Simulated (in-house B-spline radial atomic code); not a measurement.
RPA and G0W0 on LC-wPBE: B⁺

Configuration [He] 2s2, mean-field start LC-wPBE. Computed with an all-electron radial atomic-structure program (B-spline basis): all electrons, non-relativistic, point nucleus, each spin shell either full or empty, empty states to l = 9 with an (l + 1/2)⁻⁴ tail; G0W0 by contour deformation at full frequency.

Command:
```bash
python run_gw.py task.json out
```
Settings (radii: box in bohr, nucleus in fm):
```
Z                        5
electrons                4
configuration            [He] 2s2
hamiltonian              nr
method                   lc_wpbe
lmax                     9
spin_polarised           False
box_radius               23.78
intervals                46
ion_configuration        [He] 2s1
```

Time taken, with all properties: 1.8 s on 1 thread of Arm Neoverse N1, on a shared host.

Energies (hartree):

```csv
term,value
mean-field total,-24.30733
Hartree-Fock functional on these orbitals,-24.23512
direct second order,-0.19041
second-order exchange,0.092914
SOSEX correction,0.080473
```

(1) What is the RPA correlation energy, and what remains with SOSEX?

Quasi-particle levels (eV):

```tsv
level	occupied	mean field	Σx - vxc	Σc	QP weight	G0W0
2s	yes	-23.809	0.09	?	?	?
2p	no	-9.286	2.08	-1.27	0.958	-8.480
```

G0W0 = mean field + (Σx - vxc) + Σc, with Σc (partial-wave tail included) taken at the quasi-particle energy. Levels of low weight are left out.

(2) Where does G0W0 put 2s?

(3) What does it cost to remove one electron (to [He] 2s1) by differences of total energies, each species on its own start (correlation terms add to the Hartree-Fock functional)?

Answers

(1) RPA gives -0.16471 hartree (-1.12 eV per electron); RPA + SOSEX gives -0.084241, and the second-order doubles -0.097494 hartree (no singles). SOSEX takes back 49 % of the RPA value.

(2) At -24.999 eV, with Σc = -1.28 eV and a quasi-particle weight of 0.951. The tabulated removal energy is 25.155 eV (NIST, measured).

(3) LC-wPBE 24.681 eV, Hartree-Fock functional 23.433 eV, + RPA 24.819 eV, + RPA + SOSEX 24.439 eV, + second order 24.723 eV. Tabulated: 25.155 eV (NIST, measured).
